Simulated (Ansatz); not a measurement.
A single point on C₂H₆BGaO (`B[CH2][Ga]1[CH2][O]1`).

```yaml
crystal:
  periodic: [false, false, false]
  atoms:
    - {symbol: B, position_ang: [-0.633127, 0.900918, 1.089288]}
    - {symbol: C, position_ang: [-0.367779, -0.548994, 1.491412]}
    - {symbol: Ga, position_ang: [0.433841, -1.299686, -0.201525]}
    - {symbol: C, position_ang: [0.725684, -0.094860, -1.999035]}
    - {symbol: O, position_ang: [0.219430, 0.808182, -1.275504]}
    - {symbol: H, position_ang: [-1.697879, 1.213677, 0.641810]}
    - {symbol: H, position_ang: [0.190328, 1.742553, 1.301870]}
    - {symbol: H, position_ang: [-1.223796, -1.210354, 1.653025]}
    - {symbol: H, position_ang: [0.416669, -0.751320, 2.226311]}
    - {symbol: H, position_ang: [0.122888, -0.617012, -2.759749]}
    - {symbol: H, position_ang: [1.813752, -0.143103, -2.167905]}
basis:
  gaussian: {orbitals: def2-QZVPP}
correlation: {method: mp2}
```

```sh
$ ansatz run in.yaml --threads 4 --pin off --events-out ev --progress --plain --max-ram 10444MiB
```

It prints (some lines left out):

```
Functional definition: HF
3040 factors; integrals over basis functions are off by at most 1.0e-3 eV
mean field evaluation 1: about -57193.4370 eV, gradient 5.0e1 eV
mean field evaluation 2: about -57193.5392 eV, gradient 5.0e1 eV
mean field evaluation 4: about -57199.8961 eV, gradient 6.4e0 eV
mean field evaluation 8: about -57200.0699 eV, gradient 6.8e-1 eV
mean field evaluation 16: about -57200.0763 eV, gradient 1.5e-6 eV
mean field -57200.07633045 eV, -2102.0640335397 hartree, gradient 1.5e-6 eV, S^2 0.000000; 0 other end points of the search recorded, 0 dependent functions left out; unrestricted orbitals would lower it
13 core orbitals not correlated: weight in the atoms' cores, before any rotation towards them, 1.000 or more for the frozen orbitals, at most 0.000 for the correlated occupied ones
reference -57200.07633045 eV, -2102.0640335397 hartree; 18, 18 occupied and 466, 466 virtual orbitals, 3040 factors
second order -32.90533566 eV of doubles, -0.00000000 eV of singles
Total energy: -57232.98166611 eV, -2103.2732823212 hartree
```

It took 19 s on 4 threads of an Intel Xeon 6975P-C on a shared host, with 3.5 GiB of host memory at the peak.
